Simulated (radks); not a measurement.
Task: The mean radii <r> (bohr) of the occupied orbitals of an atom or ion are listed with their occupations. All-electron calculation, Dirac Kohn-Sham, relativistic LDA (MacDonald-Vosko exchange, VWN5 correlation), spin-unpolarised, spherical densities, finite nucleus; Fermi nuclear charge, rms radius of each element as measured or else 0.836 A^(1/3) + 0.57 fm. Program: a radial shooting solver on a logarithmic mesh with Libxc functionals.

orbital  occ.      <r>
1s1/2       2  0.01723
2s1/2       2  0.07202
2p1/2       2  0.05931
2p3/2       4  0.06771
3s1/2       2   0.1865
3p1/2       2   0.1766
3p3/2       4   0.1916
3d3/2       4   0.1669
3d5/2       6   0.1715
4s1/2       2   0.3912
4p1/2       2   0.3893
4p3/2       4   0.4146
4d3/2       4   0.4073
4d5/2       6   0.4145

Name the element and its charge. Open shells, if any, fill j = l - 1/2 first.

Result: Z = 78, platinum, charge +32: Pt32+ in [Kr] 4d10. The 1s radius gives Z: for a bare nucleus <r> = (2 gamma + 1)/(2Z) with gamma = sqrt(1 - (Z/c)^2), 0.01695 bohr for Z = 78, and screening makes it slightly larger (0.01723 here). The occupations add up to 46, and the charge is Z minus that.
